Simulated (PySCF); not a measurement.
Computed shifts of a molecule C5H6Si, HF/pcSseg-1 (PySCF), GIAO, gas phase, atoms alike by connectivity averaged where their shifts nearly agree, in ppm (number of nuclei): ¹³C: 118.6 (1), 109.9 (1), 85.6 (1), 82.0 (1), 6.7 (1). ²⁹Si: -84.5 (1). ¹H: 4.45 (2), 2.98 (1), 2.30 (3). References: ¹³C against TMS (σ = 192.6 ppm); ²⁹Si against TMS (σ = 393.8 ppm); ¹H against TMS (σ = 31.99 ppm), references at their B3LYP-D3(BJ)/def2-TZVP geometries, non-relativistic. Coordinates come from a B3LYP-D3(BJ)/def2-SVP optimisation. Other conformers were not sampled.

**Question.** Identify the compound among the candidates.
A. C#C[SiH2]C#CC
B. C=C=CC#C[SiH3]
C. C#CC([SiH3])C#C
D. C#C[C@H]1C=C[SiH2]1

**Answer.** A, C#C[SiH2]C#CC
